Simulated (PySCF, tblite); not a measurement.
Parent: `[CH2:1]=[C:2]([C:3](=[O:4])[F:5])[C:6]([F:7])([F:8])[F:9]` with C1–C2–C3–O4 180°, C4H2F4O.

The geometries are computed with GFN2-xTB (gas phase). One conformer each, not checked by frequencies here.

| coordinate of the parent | value |
| --- | --- |
| C1=C2 | 1.330 Å |
| C2–C3 | 1.479 Å |
| C3=O4 | 1.178 Å |
| C3–F5 | 1.358 Å |
| C2–C6 | 1.515 Å |
| C6–F7 | 1.339 Å |
| C6–F8 | 1.337 Å |
| C6–F9 | 1.336 Å |
| C1–C2–C3 | 123.9° |
| C1–C2–C6 | 122.1° |
| C3–C2–C6 | 114.0° |
| C2–C3–O4 | 129.0° |
| C2–C3–F5 | 110.8° |
| O4–C3–F5 | 120.2° |
| C2–C6–F7 | 111.8° |
| C2–C6–F8 | 111.9° |
| C2–C6–F9 | 112.0° |
| F7–C6–F8 | 106.7° |
| F7–C6–F9 | 106.7° |
| F8–C6–F9 | 107.4° |

**Question.** How does the shared frame change in `[O:1]=[C:2]([F:3])/[C:4](=[CH:5]/[Cl:6])[C:7]([F:8])([F:9])[F:10]` with O1–C2–C4–C5 179°, C4HClF4O? Atoms pair as C1 = C5, C2 = C4, C3 = C2, O4 = O1, F5 = F3, C6 = C7, F7 = F9, F8 = F8, F9 = F10 (parent first).

**Answer.** 
```csv
parent,relative,value in the relative,change
C1=C2,C5=C4,1.345 Å,+0.015
C2–C3,C4–C2,1.474 Å,-0.005
C3=O4,C2=O1,1.178 Å,0.000
C3–F5,C2–F3,1.363 Å,+0.005
C2–C6,C4–C7,1.515 Å,0.000
C6–F7,C7–F9,1.335 Å,-0.004
C6–F8,C7–F8,1.338 Å,+0.001
C6–F9,C7–F10,1.337 Å,+0.001
C1–C2–C3,C5–C4–C2,121.2°,-2.7
C1–C2–C6,C5–C4–C7,126.2°,+4.1
C3–C2–C6,C2–C4–C7,112.6°,-1.4
C2–C3–O4,C4–C2–O1,129.0°,0.0
C2–C3–F5,C4–C2–F3,111.1°,+0.3
O4–C3–F5,O1–C2–F3,119.9°,-0.3
C2–C6–F7,C4–C7–F9,113.8°,+2.0
C2–C6–F8,C4–C7–F8,111.2°,-0.7
C2–C6–F9,C4–C7–F10,111.4°,-0.6
F7–C6–F8,F9–C7–F8,106.5°,-0.2
F7–C6–F9,F9–C7–F10,106.4°,-0.3
F8–C6–F9,F8–C7–F10,107.2°,-0.2
```

Of the parent's bonds, C1–C2 changes most (+0.015 Å). Bonds of the relative outside the shared frame: C5–Cl6 1.680 Å.

**Question.** How does the shared frame change in `[O:1]=[C:2]([F:3])/[C:4](=[CH:5]/[F:6])[C:7]([F:8])([F:9])[F:10]` with O1–C2–C4–C5 -179°, C4HF5O? Atoms pair as C1 = C5, C2 = C4, C3 = C2, O4 = O1, F5 = F3, C6 = C7, F7 = F9, F8 = F8, F9 = F10 (parent first).

**Answer.** 
```tsv
parent	relative	value in the relative	change
C1=C2	C5=C4	1.337 Å	+0.007
C2–C3	C4–C2	1.476 Å	-0.003
C3=O4	C2=O1	1.176 Å	-0.002
C3–F5	C2–F3	1.361 Å	+0.003
C2–C6	C4–C7	1.517 Å	+0.002
C6–F7	C7–F9	1.332 Å	-0.007
C6–F8	C7–F8	1.338 Å	+0.001
C6–F9	C7–F10	1.336 Å	0.000
C1–C2–C3	C5–C4–C2	121.3°	-2.6
C1–C2–C6	C5–C4–C7	124.5°	+2.4
C3–C2–C6	C2–C4–C7	114.2°	+0.2
C2–C3–O4	C4–C2–O1	129.0°	0.0
C2–C3–F5	C4–C2–F3	110.7°	-0.1
O4–C3–F5	O1–C2–F3	120.3°	+0.1
C2–C6–F7	C4–C7–F9	113.1°	+1.3
C2–C6–F8	C4–C7–F8	111.0°	-0.9
C2–C6–F9	C4–C7–F10	111.3°	-0.7
F7–C6–F8	F9–C7–F8	106.9°	+0.2
F7–C6–F9	F9–C7–F10	106.9°	+0.2
F8–C6–F9	F8–C7–F10	107.4°	0.0
```

Of the parent's bonds, C1–C2 and C6–F7 change most and about equally (-0.007 to +0.007 Å). Bonds of the relative outside the shared frame: C5–F6 1.309 Å.

**Question.** How does the shared frame change in `[CH2:1]=[CH:2]/[CH:3]=[C:4](/[C:5](=[O:6])[F:7])[C:8]([F:9])([F:10])[F:11]` with C1–C2–C3–C4 179°, C3–C4–C5–O6 180°, C6H4F4O? Atoms pair as C1 = C3, C2 = C4, C3 = C5, O4 = O6, F5 = F7, C6 = C8, F7 = F11, F8 = F9, F9 = F10 (parent first).

**Answer.** 
| parent | relative | value in the relative | change |
| --- | --- | --- | --- |
| C1=C2 | C3=C4 | 1.351 Å | +0.021 |
| C2–C3 | C4–C5 | 1.469 Å | -0.010 |
| C3=O4 | C5=O6 | 1.180 Å | +0.002 |
| C3–F5 | C5–F7 | 1.367 Å | +0.009 |
| C2–C6 | C4–C8 | 1.512 Å | -0.003 |
| C6–F7 | C8–F11 | 1.340 Å | +0.001 |
| C6–F8 | C8–F9 | 1.340 Å | +0.003 |
| C6–F9 | C8–F10 | 1.339 Å | +0.003 |
| C1–C2–C3 | C3–C4–C5 | 121.4° | -2.5 |
| C1–C2–C6 | C3–C4–C8 | 127.3° | +5.2 |
| C3–C2–C6 | C5–C4–C8 | 111.4° | -2.6 |
| C2–C3–O4 | C4–C5–O6 | 129.3° | +0.3 |
| C2–C3–F5 | C4–C5–F7 | 111.5° | +0.7 |
| O4–C3–F5 | O6–C5–F7 | 119.2° | -1.0 |
| C2–C6–F7 | C4–C8–F11 | 114.6° | +2.8 |
| C2–C6–F8 | C4–C8–F9 | 111.3° | -0.6 |
| C2–C6–F9 | C4–C8–F10 | 111.5° | -0.5 |
| F7–C6–F8 | F11–C8–F9 | 105.9° | -0.8 |
| F7–C6–F9 | F11–C8–F10 | 105.8° | -0.9 |
| F8–C6–F9 | F9–C8–F10 | 107.2° | -0.2 |

Of the parent's bonds, C1–C2 changes most (+0.021 Å). Bonds of the relative outside the shared frame: C1=C2 1.335, C2–C3 1.435 Å.
